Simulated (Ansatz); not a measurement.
```yaml
crystal:
  periodic: [false, false, false]
  atoms:
    - {symbol: C, position_ang: [0.562155, 0.371839, -0.736900]}
    - {symbol: C, position_ang: [0.343116, -0.420562, -0.188895]}
    - {symbol: C, position_ang: [-0.508543, -0.817681, -0.459832]}
    - {symbol: C, position_ang: [0.265186, -0.092550, 0.686474]}
    - {symbol: Ga, position_ang: [-0.487624, 0.908076, 0.973978]}
    - {symbol: H, position_ang: [0.718630, 0.136606, -1.358676]}
    - {symbol: H, position_ang: [0.149438, 0.947428, -0.726726]}
    - {symbol: H, position_ang: [1.144492, 0.651186, -0.644443]}
    - {symbol: H, position_ang: [0.864055, -0.983490, -0.279067]}
    - {symbol: H, position_ang: [-1.139136, -0.279664, -0.439466]}
    - {symbol: H, position_ang: [-0.698192, -1.397848, -0.076146]}
    - {symbol: H, position_ang: [-0.478391, -0.923066, -1.076149]}
    - {symbol: H, position_ang: [1.003603, 0.106512, 0.887264]}
    - {symbol: H, position_ang: [0.116059, -0.700283, 1.078872]}
    - {symbol: H, position_ang: [-0.522565, 1.059779, 1.876057]}
    - {symbol: H, position_ang: [-1.231045, 1.207376, 0.351731]}
basis:
  gaussian: {orbitals: cc-pVDZ}
hamiltonian: {xc: {name: HF}, pseudopotentials: {relativity: scalar}}
correlation: {method: bccd_t}
scf: {lower_state_search: full}
```

```sh
$ ansatz run in.yaml --threads 4 --pin off --events-out ev --progress --plain --max-ram 10444MiB
```

Output, abridged:

```
Functional definition: HF
1316 factors; integrals over basis functions are off by at most 1.0e-3 eV
mean field evaluation 1: about -56884.9863 eV, gradient 1.2e2 eV
mean field evaluation 2: about -56885.0006 eV, gradient 1.2e2 eV
mean field evaluation 4: about -56907.3562 eV, gradient 8.2e0 eV
mean field evaluation 8: about -56907.5184 eV, gradient 2.5e-2 eV
mean field -56907.51838133 eV, -2091.3127272126 hartree, gradient 1.1e-6 eV, S^2 0.000000; 0 other end points of the search recorded, 0 dependent functions left out
13 core orbitals not correlated: weight in the atoms' cores, before any rotation towards them, 1.000 or more for the frozen orbitals, at most 0.000 for the correlated occupied ones
reference -56907.51838133 eV, -2091.3127272126 hartree; 20, 20 occupied and 105, 105 virtual orbitals, 1316 factors
second order -19.76162600 eV of doubles, -0.00000000 eV of singles
cycle   1  -20.07476609 eV  change   -3.1e-1 eV  update   1.0e-1
cycle   2  -20.54133371 eV  change   -4.7e-1 eV  update   3.2e-2
cycle   3  -20.62982709 eV  change   -8.8e-2 eV  update   1.4e-2
cycle   4  -20.61635137 eV  change    1.3e-2 eV  update   3.5e-3
cycle   5  -20.61089169 eV  change    5.5e-3 eV  update   1.5e-3
cycle   6  -20.61106672 eV  change   -1.8e-4 eV  update   5.1e-4
cycle   7  -20.61119726 eV  change   -1.3e-4 eV  update   2.8e-4
cycle   8  -20.61115476 eV  change    4.2e-5 eV  update   1.3e-4
cycle   9  -20.61121164 eV  change   -5.7e-5 eV  update   6.3e-5
cycle  10  -20.61118344 eV  change    2.8e-5 eV  update   2.4e-5
perturbative correction -0.66417121 eV, -0.0244078418 hartree
Total energy: -56928.79373598 eV, -2092.0945820748 hartree
Relativity: scalar
```

Question: What is wrong with this run?

Answer: The geometry is squeezed to about two thirds of its size. The run converged. The result belongs to that input, not to the molecule as meant.
